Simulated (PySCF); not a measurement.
## Computed spin Hamiltonian

C₆H₈N (doublet state).
Structure used (GFN2-xTB), in Å, numbered top down from 1:
```xyz
15
C6H8N angstrom
C      1.132    2.345   -0.941
C      0.730    1.239   -0.666
C      0.319   -0.059   -0.361
C     -1.074   -0.487   -0.715
C     -1.984   -0.456    0.517
N      1.127   -0.964    0.165
C      2.176   -0.782    0.878
H      1.453    3.316   -1.175
H     -1.478    0.172   -1.486
H     -1.034   -1.508   -1.102
H     -1.598   -1.119    1.287
H     -2.989   -0.777    0.251
H     -2.038    0.553    0.922
H      2.439    0.166    1.342
H      2.813   -1.632    1.061
```

The hyperfine couplings belong to this conformer and change with its torsions.

As a line formula: `C#C[C](CC)N=C` [radical].

Computed, not measured: UKS B3LYP, pcH-1 on C H N, non-relativistic, mean-field spin-orbit, GIAO (PySCF 2.14.0). Geometry: GFN2-xTB, one conformer, isolated molecule. The geometry wasn't refined by DFT: couplings that depend on bond lengths, twists or pyramidal angles can differ widely from those at the functional's own minimum. The frame is twisted about the C3–N6 bond at this geometry (dihedral C2–C3–N6–C7 = 26°); couplings at other torsion angles weren't computed. Stability of the SCF solution: not tested. ⟨S²⟩ is 0.773 where a pure state has 0.75.

* g1, g2, g3: 2.00210, 2.00228, 2.00267
* g_iso: 2.00235
* Form of g: rhombic: the two nearest values differ by 32 % of g3 − g1
* ⟨S²⟩: 0.7735 (exact 0.7500)
* HOMO–LUMO gap, α and β orbitals: 4.51, 4.52 eV
* Total energy: -288.10451 Eh

Hyperfine couplings atom by atom, in 10⁻⁴ cm⁻¹; T1 to T3 are the principal values of the dipolar part (1 × 10⁻⁴ cm⁻¹ = 2.998 MHz):

```json
{"atom": "C1", "isotope": "13C", "a_iso": "9.3", "T1": "-9.0", "T2": "-6.8", "T3": "15.8", "Mulliken spin population": "0.34"}
{"atom": "C2", "isotope": "13C", "a_iso": "-14.3", "T1": "-5.1", "T2": "0.0", "T3": "5.0", "Mulliken spin population": "-0.17"}
{"atom": "C3", "isotope": "13C", "a_iso": "20.1", "T1": "-15.5", "T2": "-15.0", "T3": "30.5", "Mulliken spin population": "0.52"}
{"atom": "C4", "isotope": "13C", "a_iso": "-5.2", "T1": "-0.4", "T2": "0.1", "T3": "0.3", "Mulliken spin population": "-0.04"}
{"atom": "C5", "isotope": "13C", "a_iso": "13.5", "T1": "-0.9", "T2": "-0.9", "T3": "1.8", "Mulliken spin population": "0.02"}
{"atom": "N6", "isotope": "14N", "a_iso": "0.9", "T1": "-5.0", "T2": "1.0", "T3": "4.0", "Mulliken spin population": "-0.10"}
{"atom": "C7", "isotope": "13C", "a_iso": "17.3", "T1": "-12.4", "T2": "-11.8", "T3": "24.2", "Mulliken spin population": "0.46"}
{"atom": "H8", "isotope": "1H", "a_iso": "-8.6", "T1": "-4.1", "T2": "-0.3", "T3": "4.4", "Mulliken spin population": "-0.01"}
{"atom": "H9", "isotope": "1H", "a_iso": "4.5", "T1": "-0.9", "T2": "-0.7", "T3": "1.6", "Mulliken spin population": "0.01"}
{"atom": "H10", "isotope": "1H", "a_iso": "8.8", "T1": "-1.0", "T2": "-0.7", "T3": "1.7", "Mulliken spin population": "0.02"}
{"atom": "H11", "isotope": "1H", "a_iso": "-0.7", "T1": "-1.0", "T2": "-0.3", "T3": "1.3", "Mulliken spin population": "0.00"}
{"atom": "H12", "isotope": "1H", "a_iso": "1.9", "T1": "-0.6", "T2": "-0.4", "T3": "1.0", "Mulliken spin population": "0.00"}
{"atom": "H13", "isotope": "1H", "a_iso": "-0.7", "T1": "-0.9", "T2": "-0.4", "T3": "1.3", "Mulliken spin population": "0.00"}
{"atom": "H14", "isotope": "1H", "a_iso": "-7.4", "T1": "-4.9", "T2": "-0.6", "T3": "5.5", "Mulliken spin population": "-0.01"}
{"atom": "H15", "isotope": "1H", "a_iso": "-9.5", "T1": "-5.8", "T2": "-0.6", "T3": "6.5", "Mulliken spin population": "-0.02"}
```

The Mulliken spin populations are largest on C3 (+0.52), C7 (+0.46), C1 (+0.34) and C2 (-0.17). Three atoms exceed +0.15. The positive populations add up to 1.36 and the negative ones to -0.36, together 2S = 1. The angles at C3 add up to 359.9°, so it is planar.

The SMILES `C#C[C](CC)N=C` draws the unpaired electron on C3, whose computed spin population is only +0.52.

Axes: g1 points within 13° of the N6–C7 bond.

Under fast tumbling the dipolar parts average out, and these isotropic splittings remain: 1 × 1H (H15, I = 1/2, 2 lines) with 1.02 mT, 1 × 1H (H8, I = 1/2, 2 lines) with 0.92 mT, 1 × 1H (H14, I = 1/2, 2 lines) with 0.79 mT, 2 × 1H (H9/H10, I = 1/2, 3 lines) with 0.71 mT and 1 × 14N (N6, I = 1, 3 lines) with 0.09 mT.

Class means assume fast exchange of nuclei equivalent by connectivity; if that motion is slow, each nucleus keeps its own coupling. The 1H value of +19.9 MHz is a mean of couplings from 13.6 to 26.2 MHz in this one geometry, not an average over conformers.

The 13C coupling of C3 (60.3 MHz) shows only in satellite lines or after enrichment, since that isotope makes up about 1.07 % of natural carbon.

The spin density at the nucleus, in bohr⁻³, is negative for C2 (-0.0382), C4 (-0.0137) and H15 (-0.0064), for instance. A restricted open-shell determinant has no negative spin density anywhere; here it arises because α and β orbitals differ (spin polarisation).
